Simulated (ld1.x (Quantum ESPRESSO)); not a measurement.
## Reading a pseudo-wave (gallium (Ga))

Columns: radius, all-electron u(r) and pseudo u(r) of the 4p shell (level -9.07 eV) of gallium in the configuration [Ar] 3d10 4s2 4p0; PBE, scalar-relativistic, PAW scheme, ld1.x (Quantum ESPRESSO) 7.5.

```
r (bohr)  all-electron  pseudo
   0.130        0.1440  0.0072
   0.260       -0.0458  0.0283
   0.390       -0.2138  0.0622
   0.520       -0.2474  0.1070
   0.650       -0.1856  0.1603
   0.780       -0.0786  0.2195
   0.910        0.0415  0.2816
   1.040        0.1580  0.3437
   1.170        0.2633  0.4032
   1.300        0.3543  0.4580
   1.430        0.4305  0.5063
   1.560        0.4924  0.5470
   1.690        0.5413  0.5796
   1.820        0.5782  0.6041
   1.950        0.6046  0.6210
   2.080        0.6216  0.6310
   2.210        0.6306  0.6351
   2.340        0.6325  0.6341
   2.470        0.6286  0.6288
   2.600        0.6197  0.6197
   2.730        0.6069  0.6069
   2.860        0.5909  0.5909
   2.990        0.5724  0.5724
   3.120        0.5522  0.5522
   3.250        0.5306  0.5306
   3.380        0.5081  0.5081
```

Problem. How many radial nodes do the two functions have?

Solution. The all-electron 4p function has n − l − 1 = 2; the pseudo-wave has 0, since the states of the same l below it are removed with the core.

Problem. At about which radius was the pseudo-wave matched?

Solution. 2.60 bohr, where the columns begin to agree (steps of 0.13 bohr).

Problem. Where does each function peak?

Solution. Outermost all-electron maximum near 2.34 bohr, pseudo maximum near 2.21 bohr (to the table’s step).

Problem. Is the pseudo-wave norm-conserving?

Solution. No, it belongs to a PAW set: the norm inside the radius is not constrained, and the difference is carried by the augmentation charge.
